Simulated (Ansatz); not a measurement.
Basis sets compared for the cluster Hf₂O₄. Total charge 0; singlet. Geometry r2SCAN-D4/def2-SVP. Ansatz on 4 threads of Arm Neoverse V2 on a shared host; times are rough, and most runs start from earlier orbitals.

Cartesian coordinates in Å:
```
Hf -0.1600 1.4771 -0.1123
Hf 0.1600 -1.4768 0.1124
O 0.8767 0.0219 -0.9626
O -0.8771 -0.0217 0.9622
O 0.9667 2.3810 0.9348
O -0.9662 -2.3815 -0.9344
```

In the def2 sets Hf takes a core potential; there is no spin–orbit coupling. The structure comes from a short search, and lower isomers may exist.

Binding counts from free atoms (Hf triplet, O triplet) in the same basis, without a counterpoise term.

```
                          level  functions  energy (Eh)  HOMO (eV)  LUMO (eV)  binding per atom (eV)  wall time
                PBE-D4/def2-SVP        120    -396.7208      -5.92      -3.22                   6.02      1.3 s
               PBE-D4/def2-TZVP        204    -397.1014      -5.93      -3.35                   5.98      1.9 s
            r2SCAN-D4/def2-TZVP        204    -397.2538      -6.17      -2.93                   5.80      3.8 s
               PBE0-D4/def2-SVP        120    -396.6038      -7.32      -2.61                   5.58      1.4 s
PBE0-D4/def2-TZVP (with forces)        204    -396.9901      -7.32      -2.71                   5.58      4.2 s
```

Task: Estimate the rows for PBE-D4/def2-TZVPD, r2SCAN-D4/def2-TZVPD, PBE0-D4/def2-TZVPD.

Result: 
```csv
level,functions,energy (Eh),HOMO (eV),LUMO (eV),binding per atom (eV),wall time
PBE-D4/def2-TZVPD,246,-397.1047,-6.01,-3.40,5.98,2.7 s
r2SCAN-D4/def2-TZVPD,246,-397.2567,-6.22,-2.95,5.80,5.5 s
PBE0-D4/def2-TZVPD,246,-396.9932,-7.37,-2.75,5.58,3.8 s
```
